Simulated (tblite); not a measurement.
A geometry optimisation, step by step.

Compound: C₇H₁₃BS.
Numbering: `[BH3-:1][S@+:2]1[CH2:3][C@H:4]2[CH:5]=[CH:6][CH2:7][C@@H:8]1[CH2:9]2` (hydrogens: H10, H11, H12 on B1; H13, H14 on C3; H15 on C4; H16 on C5; H17 on C6; H18, H19 on C7; H20 on C8; H21, H22 on C9)
Bond orders are those of one Lewis drawing.

Computed with GFN2-xTB (tblite), gas phase: L-BFGS steps from a force-field or distance-geometry start until the largest atomic force falls under 0.01 eV/Å. 7 of its 124 geometries are shown.

Step 0: E = -709.0541 eV, largest atomic force 2.946 eV/Å
```
atom  x, y, z in Å  |  force x, y, z in eV/Å
B1      2.703    0.734    0.425    1.891   0.518  -0.506
S2      0.942    0.225    0.718    1.082   0.190   2.733
C3      0.771   -1.471    0.160   -1.101  -0.431  -0.872
C4     -0.631   -1.315   -0.482   -0.010  -1.227  -0.053
C5     -1.616   -1.042    0.610   -0.831  -0.074   0.560
C6     -1.839    0.190    1.061   -0.200  -0.185  -0.255
C7     -1.450    1.394    0.234    0.172   0.101   1.644
C8     -0.150    1.032   -0.418   -0.019  -0.352  -1.748
C9     -0.472   -0.120   -1.375   -0.885   0.828  -0.674
H10     2.789    1.550   -0.438   -0.412   0.163  -0.032
H11     3.353   -0.198    0.069   -0.209  -0.312   0.129
H12     3.144    1.172    1.446   -0.239  -0.057   0.009
H13     0.754   -2.177    1.005    0.304   0.416  -0.362
H14     1.495   -1.730   -0.635   -0.109   0.050   0.679
H15    -0.943   -2.209   -1.030    0.187  -0.081  -0.113
H16    -2.204   -1.853    1.069    0.997   0.149  -0.128
H17    -2.286    0.309    2.033   -0.570   0.276  -0.178
H18    -2.226    1.525   -0.516   -0.092   0.453   0.059
H19    -1.346    2.280    0.881   -0.174  -0.203  -0.333
H20     0.363    1.863   -0.898   -0.007   0.047  -0.010
H21    -1.475    0.100   -1.788    0.680  -0.184  -0.637
H22     0.316   -0.240   -2.132   -0.454  -0.085   0.087
```

Step 20: E = -709.9687 eV, largest atomic force 0.214 eV/Å
```
atom  x, y, z in Å  |  force x, y, z in eV/Å
B1      2.898    0.775    0.332   -0.163  -0.054  -0.027
S2      1.023    0.273    0.806   -0.172  -0.098   0.021
C3      0.722   -1.439    0.190    0.065   0.044   0.076
C4     -0.649   -1.341   -0.467    0.067  -0.013  -0.008
C5     -1.670   -1.074    0.603    0.021   0.050   0.064
C6     -2.038    0.150    0.943   -0.010   0.042   0.062
C7     -1.446    1.381    0.328    0.064  -0.005   0.006
C8     -0.181    0.999   -0.430    0.169  -0.024   0.128
C9     -0.500   -0.136   -1.386   -0.018   0.134  -0.006
H10     2.771    1.564   -0.540    0.061   0.029  -0.046
H11     3.386   -0.256    0.015    0.072   0.004  -0.034
H12     3.292    1.216    1.360    0.062   0.017  -0.087
H13     0.739   -2.124    1.033    0.050   0.048   0.089
H14     1.509   -1.701   -0.517   -0.008   0.009   0.026
H15    -0.913   -2.250   -1.009    0.112  -0.094  -0.059
H16    -2.021   -1.927    1.162   -0.143  -0.072  -0.142
H17    -2.755    0.303    1.733   -0.095   0.037   0.047
H18    -2.159    1.860   -0.352   -0.001   0.003   0.030
H19    -1.208    2.097    1.118   -0.027  -0.012  -0.017
H20     0.295    1.860   -0.897    0.027  -0.024  -0.005
H21    -1.417    0.085   -1.926   -0.080  -0.032  -0.112
H22     0.310   -0.299   -2.100   -0.051   0.010  -0.005
```

Step 41: E = -710.0634 eV, largest atomic force 0.150 eV/Å
```
atom  x, y, z in Å  |  force x, y, z in eV/Å
B1      2.894    0.766    0.156   -0.026  -0.016  -0.008
S2      1.073    0.332    0.880    0.070  -0.052   0.014
C3      0.733   -1.395    0.354   -0.060  -0.066  -0.048
C4     -0.589   -1.341   -0.413   -0.023   0.056  -0.045
C5     -1.761   -1.108    0.505    0.060  -0.002  -0.019
C6     -2.132    0.113    0.861   -0.044  -0.058   0.023
C7     -1.417    1.356    0.429   -0.047  -0.033  -0.005
C8     -0.145    1.008   -0.336   -0.093   0.031  -0.063
C9     -0.436   -0.118   -1.317    0.009  -0.034  -0.001
H10     2.685    1.500   -0.749   -0.025  -0.006  -0.093
H11     3.348   -0.286   -0.146    0.003  -0.036  -0.053
H12     3.456    1.280    1.061   -0.049   0.006   0.056
H13     0.698   -2.034    1.234   -0.032   0.065   0.036
H14     1.554   -1.708   -0.291   -0.008  -0.032   0.006
H15    -0.740   -2.263   -0.984    0.071   0.057   0.045
H16    -2.299   -1.978    0.855    0.054   0.049  -0.004
H17    -2.991    0.260    1.497   -0.033   0.017   0.044
H18    -2.073    1.964   -0.202   -0.031  -0.014   0.037
H19    -1.169    1.949    1.314   -0.012   0.033  -0.023
H20     0.276    1.890   -0.814    0.140   0.014   0.052
H21    -1.354    0.098   -1.867    0.050  -0.051  -0.006
H22     0.378   -0.265   -2.029    0.027   0.073   0.058
```

Step 62: E = -710.1066 eV, largest atomic force 0.035 eV/Å
```
atom  x, y, z in Å  |  force x, y, z in eV/Å
B1      2.840    0.719   -0.025    0.015   0.009  -0.002
S2      1.117    0.352    0.928   -0.035  -0.001  -0.002
C3      0.697   -1.382    0.479    0.003   0.005   0.012
C4     -0.538   -1.302   -0.417    0.008  -0.002   0.009
C5     -1.774   -1.122    0.422   -0.012  -0.021  -0.025
C6     -2.171    0.072    0.831   -0.003  -0.018  -0.016
C7     -1.438    1.333    0.494   -0.006  -0.009   0.007
C8     -0.134    1.045   -0.242    0.014   0.012   0.023
C9     -0.325   -0.055   -1.271    0.001   0.024   0.002
H10     2.531    1.367   -0.971    0.013  -0.018   0.004
H11     3.279   -0.351   -0.292   -0.012  -0.002   0.028
H12     3.474    1.313    0.781    0.011   0.000  -0.028
H13     0.509   -1.933    1.399    0.006  -0.002   0.012
H14     1.556   -1.809   -0.035   -0.003   0.006  -0.022
H15    -0.617   -2.207   -1.025   -0.011   0.002   0.003
H16    -2.319   -2.014    0.690   -0.001  -0.002   0.017
H17    -3.064    0.190    1.427    0.010  -0.015   0.002
H18    -2.078    1.966   -0.130   -0.004   0.012   0.005
H19    -1.230    1.887    1.413    0.002   0.019  -0.007
H20     0.293    1.957   -0.657    0.015   0.005  -0.001
H21    -1.183    0.153   -1.909   -0.019  -0.012  -0.012
H22     0.566   -0.160   -1.891    0.008   0.008  -0.010
```

Step 82: E = -710.1122 eV, largest atomic force 0.045 eV/Å
```
atom  x, y, z in Å  |  force x, y, z in eV/Å
B1      2.851    0.681   -0.005    0.013   0.016  -0.006
S2      1.106    0.358    0.930    0.019   0.018   0.017
C3      0.707   -1.370    0.453   -0.018  -0.016  -0.003
C4     -0.538   -1.287   -0.428    0.014   0.019  -0.038
C5     -1.764   -1.122    0.428    0.045   0.001  -0.002
C6     -2.166    0.067    0.847    0.009  -0.026  -0.010
C7     -1.458    1.340    0.492    0.010  -0.019  -0.012
C8     -0.145    1.065   -0.236   -0.015  -0.023  -0.011
C9     -0.337   -0.029   -1.272   -0.003   0.002  -0.011
H10     2.566    1.214   -1.028   -0.013  -0.023   0.023
H11     3.317   -0.405   -0.138   -0.009   0.031   0.025
H12     3.455    1.366    0.749   -0.029   0.016  -0.025
H13     0.536   -1.945    1.361    0.016   0.006   0.012
H14     1.568   -1.768   -0.083   -0.040  -0.005   0.005
H15    -0.619   -2.187   -1.043   -0.015   0.015  -0.005
H16    -2.285   -2.024    0.715   -0.013   0.019  -0.002
H17    -3.049    0.166    1.462    0.009   0.028   0.003
H18    -2.109    1.941   -0.154    0.017   0.014   0.022
H19    -1.272    1.924    1.397    0.006  -0.023  -0.002
H20     0.281    1.983   -0.642    0.003  -0.041   0.009
H21    -1.204    0.177   -1.902    0.010  -0.002   0.001
H22     0.548   -0.124   -1.903   -0.017  -0.002   0.011
```

Step 102: E = -710.1666 eV, largest atomic force 0.078 eV/Å
```
atom  x, y, z in Å  |  force x, y, z in eV/Å
B1      2.833    0.648    0.036   -0.005   0.047   0.000
S2      1.101    0.319    0.926    0.041  -0.035   0.018
C3      0.709   -1.390    0.380   -0.021  -0.011  -0.015
C4     -0.550   -1.270   -0.477   -0.007   0.012  -0.033
C5     -1.756   -1.116    0.409   -0.014   0.019  -0.029
C6     -2.139    0.067    0.862   -0.014   0.009  -0.021
C7     -1.423    1.343    0.538   -0.022   0.030   0.019
C8     -0.132    1.070   -0.229   -0.022   0.016   0.030
C9     -0.363    0.009   -1.292    0.002   0.030   0.022
H10     2.615    0.536   -1.128    0.041  -0.008   0.040
H11     3.528   -0.199    0.496    0.004   0.028  -0.023
H12     3.130    1.747    0.380   -0.031  -0.060  -0.040
H13     0.545   -2.001    1.266    0.040   0.002   0.005
H14     1.559   -1.770   -0.185   -0.007   0.038   0.019
H15    -0.648   -2.150   -1.117   -0.036  -0.024  -0.007
H16    -2.289   -2.016    0.678    0.013   0.003   0.000
H17    -3.008    0.161    1.496   -0.010   0.007   0.009
H18    -2.079    1.996   -0.049    0.007  -0.054  -0.033
H19    -1.202    1.878    1.465    0.031  -0.018  -0.001
H20     0.309    1.991   -0.612    0.004  -0.027  -0.015
H21    -1.248    0.241   -1.886    0.004  -0.005   0.011
H22     0.496   -0.075   -1.959    0.004   0.000   0.041
```

Step 123: E = -710.1735 eV, largest atomic force 0.008 eV/Å
```
atom  x, y, z in Å  |  force x, y, z in eV/Å
B1      2.826    0.653    0.037   -0.003  -0.005   0.005
S2      1.106    0.287    0.934    0.004   0.006   0.000
C3      0.702   -1.410    0.360    0.000  -0.004  -0.003
C4     -0.564   -1.269   -0.485   -0.002  -0.001   0.000
C5     -1.765   -1.109    0.407    0.002  -0.002   0.002
C6     -2.139    0.073    0.869   -0.001  -0.001  -0.002
C7     -1.412    1.344    0.550    0.001   0.000  -0.001
C8     -0.121    1.063   -0.211    0.002   0.000   0.002
C9     -0.360    0.015   -1.284   -0.002  -0.002   0.004
H10     2.659    0.385   -1.108   -0.005   0.002   0.001
H11     3.584   -0.065    0.601    0.005  -0.002   0.000
H12     3.011    1.805    0.251    0.001   0.002  -0.003
H13     0.557   -2.040    1.236   -0.004  -0.001   0.002
H14     1.546   -1.774   -0.223    0.005   0.001  -0.002
H15    -0.682   -2.143   -1.131    0.000   0.002  -0.001
H16    -2.302   -2.007    0.674    0.000   0.002  -0.001
H17    -3.006    0.171    1.506   -0.001  -0.001   0.000
H18    -2.062    1.993   -0.047   -0.001   0.001  -0.002
H19    -1.190    1.877    1.478   -0.001   0.003   0.000
H20     0.331    1.979   -0.589    0.002  -0.001   0.000
H21    -1.238    0.263   -1.882    0.003  -0.004   0.000
H22     0.506   -0.072   -1.942   -0.007   0.004   0.001
```

**Question.** Summarise the path.

**Answer.** The energy falls by 25.81 kcal/mol from step 0 to step 123; nine tenths of that is first reached at step 41. It rises by more than 0.2 meV at step 89. The largest force goes from 2.946 to 0.008 eV/Å. Among the bonds B1–S2 changes most, from 1.857 to 1.974 Å; the atoms move by 0.580 Å rms after alignment.

**Question.** Follow the three bonds and two angles with the largest change from start to end.

**Answer.** 
```
step  E above end (kcal/mol)  largest force (eV/Å)  B1–S2 (Å)  S2–C8 (Å)  S2–C3 (Å)  S2–C3–C4 (°)  B1–S2–C8 (°)
   0                   25.81                 2.946      1.857      1.771      1.793          96.9         111.0
   5                   10.46                 0.684      1.991      1.884      1.845         103.5         107.3
  11                    6.86                 0.365      1.983      1.874      1.843         103.3         110.0
  16                    5.57                 0.269      2.004      1.856      1.831         103.4         109.2
  21                    4.53                 0.223      1.997      1.876      1.843         103.3         110.3
  27                    3.71                 0.191      1.987      1.858      1.837         103.3         109.2
  32                    3.04                 0.147      2.000      1.858      1.827         104.9         108.2
  37                    2.79                 0.124      2.003      1.861      1.835         105.3         107.3
  43                    2.32                 0.233      1.999      1.847      1.843         105.6         105.7
  48                    1.76                 0.097      2.016      1.850      1.839         105.9         103.3
  53                    1.62                 0.051      2.010      1.849      1.842         106.1         102.7
  59                    1.57                 0.043      2.009      1.846      1.840         106.1         102.3
  64                    1.53                 0.030      2.002      1.847      1.838         106.2         102.2
  70                    1.50                 0.022      2.003      1.848      1.839         106.1         102.2
  75                    1.48                 0.041      2.005      1.847      1.838         106.2         102.5
  80                    1.43                 0.040      2.010      1.851      1.838         106.0         103.1
  86                    1.34                 0.129      2.004      1.852      1.840         106.2         104.6
  91                    1.13                 0.079      2.008      1.853      1.834         106.1         104.9
  96                    0.59                 0.145      1.974      1.849      1.838         106.5         104.3
 102                    0.16                 0.078      1.975      1.849      1.836         105.7         103.6
 107                    0.07                 0.041      1.973      1.851      1.835         105.7         103.0
 112                    0.03                 0.046      1.974      1.847      1.838         105.8         102.8
 118                    0.00                 0.017      1.972      1.849      1.837         105.7         102.8
 123                    0.00                 0.008      1.974      1.849      1.836         105.6         102.7
```

What follows is the cost of the whole relaxation. The run took 1.8 s on Arm Neoverse N1, one thread (shared host).
